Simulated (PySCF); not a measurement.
Si(H)(Me)2(SH) (C₂H₈SSi), SMILES [SiH](C)(C)S.

The structure is a stationary point at B3LYP-D3(BJ)/def2-SVP. Other conformers were not sampled.

Level of theory: TDDFT-PBE/def2-SVPD in PySCF 2.14.0.

Vertical excitations. The molecule is in vacuum. State labels are in the subgroup Cs.

Question: List the lowest excited states. (The exact figures need the calculation; the answer reports its results.)

Answer: 
| state | symmetry | energy (eV) | λ (nm) | f | main pairs |
|---|---|---|---|---|---|
| S1 | A" | 5.57 | 223 | 0.032 | HOMO→LUMO 98 % |
| S2 | A" | 5.96 | 208 | 0.000 | HOMO→LUMO+1 92 % |
| S3 | A" | 6.11 | 203 | 0.035 | HOMO→LUMO+2 94 % |
| S4 | A' | 6.51 | 190 | 0.017 | HOMO→LUMO+3 97 % |
| S5 | A" | 6.60 | 188 | 0.000 | HOMO→LUMO+4 100 % |
| S6 | A' | 7.15 | 173 | 0.039 | HOMO−1→LUMO 95 % |
| S7 | A" | 7.33 | 169 | 0.005 | HOMO→LUMO+5 99 % |
| S8 | A" | 7.38 | 168 | 0.000 | HOMO−2→LUMO 99 % |
| S9 | A' | 7.44 | 167 | 0.030 | HOMO→LUMO+6 91 % |
| S10 | A" | 7.45 | 166 | 0.013 | HOMO→LUMO+7 95 % |
| T1 | A" | 5.23 | 237 | 0 | HOMO→LUMO 98 % |
| T2 | A" | 5.72 | 217 | 0 | HOMO→LUMO+1 66 %, HOMO→LUMO+2 34 % |
| T3 | A" | 5.86 | 212 | 0 | HOMO→LUMO+2 64 %, HOMO→LUMO+1 33 % |
| T4 | A' | 6.25 | 198 | 0 | HOMO→LUMO+3 99 % |
Triplets are in the Tamm–Dancoff approximation, which puts them higher than full response would, so one can lie above its singlet here.
